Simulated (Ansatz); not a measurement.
Total energies of `[SeH]C1BO1`.

```xyz
7

Se   -1.855    0.532    0.067
C    -0.028    0.286    0.570
B     1.023   -0.396   -0.268
O     0.473   -1.131    0.691
H    -1.641    0.368   -1.378
H     0.211    0.867    1.454
H     1.817   -0.526   -1.135
```

Total charge 0; spin multiplicity 1. Correlated methods include outer-core shells of Se, which these sets cover unevenly. Scalar relativity is left out up to krypton. Geometry: relaxed with PBE0-D4/def2-TZVP. It is one conformer, not always the lowest. Basis def2-TZVPP, Ansatz 0.2.0.

RPA on PBE orbitals: Hartree–Fock energy of these orbitals -2538.97989 Eh, correlation -1.20513 Eh (frozen core).

```csv
functional,energy without D4 (Eh),D4 term (kJ/mol)
LDA (SPW92),-2536.96831,–
PBE,-2541.04164,-13.2
revPBE,-2541.33407,-41.3
BLYP,-2541.56940,-29.7
r2SCAN,-2541.48296,-3.0
B97M-V,-2541.12301,–
PBE0,-2541.12298,-11.0
B3LYP,-2541.61235,-21.6
r2SCANh,-2541.47128,-3.2
r2SCAN0,-2541.45496,-3.6
HSE06 (plane-wave form),-2541.11875,-10.3
BHLYP,-2541.47926,-16.7
CAM-B3LYP,-2541.63017,-11.2
LC-ωPBE,-2541.14659,–
ωB97X-V,-2541.30721,–
ωB97M-V,-2541.38543,–
B2PLYP,-2541.08340,–
PBE-QIDH,-2540.78227,–
```

B3LYP takes the VWN-RPA correlation (the form of Gaussian; ORCA's B3LYP/G). HSE06 is the plane-wave form, built on full-range PBE exchange. The double hybrids freeze the cores in their second-order part.

LC-ωPBE has ω = 0.4 bohr⁻¹.
